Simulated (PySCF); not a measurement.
**Germanium: a sound run and one with changed settings**

Sound run: Ge [Ar] 3d10 4s2 4p2, Ge⁺ [Ar] 3d10 4s2 4p1. Computed with PySCF 2.14 in Sapporo-DKH3-DZP-2012, with the spin-free X2C one-electron Hamiltonian (Gaussian nucleus). In the sound run the correlated levels freeze [Ar] 3d10. The sound run starts from symmetry-adapted Hartree-Fock orbitals and uses a fine grid where one is needed.

Changed run: basis STO-3G, all-electron and non-relativistic. This setting is unsound on purpose.

```json
{"species": "Ge", "method": "UHF", "sound run (hartree)": "-2097.00573", "changed run (hartree)": "-2051.63626", "converged": "yes"}
{"species": "Ge", "method": "PBE0", "sound run (hartree)": "-2098.41875", "changed run (hartree)": "-2052.64144", "converged": "yes"}
{"species": "Ge", "method": "TPSS", "sound run (hartree)": "-2098.65001", "changed run (hartree)": "-2052.80312", "converged": "yes"}
{"species": "Ge", "method": "MP2", "sound run (hartree)": "-2097.04643", "changed run (hartree)": "-2051.64352", "converged": "yes"}
{"species": "Ge", "method": "CCSD(T)", "sound run (hartree)": "-2097.06311", "changed run (hartree)": "-2051.64939", "converged": "yes"}
{"species": "Ge⁺", "method": "UHF", "sound run (hartree)": "-2096.73340", "changed run (hartree)": "-2051.47666", "converged": "yes"}
{"species": "Ge⁺", "method": "PBE0", "sound run (hartree)": "-2098.12726", "changed run (hartree)": "-2052.45729", "converged": "yes"}
{"species": "Ge⁺", "method": "TPSS", "sound run (hartree)": "-2098.35914", "changed run (hartree)": "-2052.62019", "converged": "yes"}
{"species": "Ge⁺", "method": "MP2", "sound run (hartree)": "-2096.76386", "changed run (hartree)": "-2051.49165", "converged": "yes"}
{"species": "Ge⁺", "method": "CCSD(T)", "sound run (hartree)": "-2096.77890", "changed run (hartree)": "-2051.50273", "converged": "yes"}
```

Ionisation energy of Ge:

| method | sound run (eV) | changed run (eV) |
| --- | --- | --- |
| UHF | 7.410 | 4.343 |
| PBE0 | 7.932 | 5.011 |
| TPSS | 7.915 | 4.978 |
| MP2 | 7.689 | 4.133 |
| SCS-MP2 | 7.624 | 4.091 |
| CCSD | 7.724 | 3.991 |
| CCSD(T) | 7.734 | 3.991 |

A minimal basis cannot let orbitals breathe on ionisation and holds almost no correlation. The Hamiltonian changed with the basis, so the totals do not compare.

For comparison, NIST gives 7.899 eV between the lowest levels.
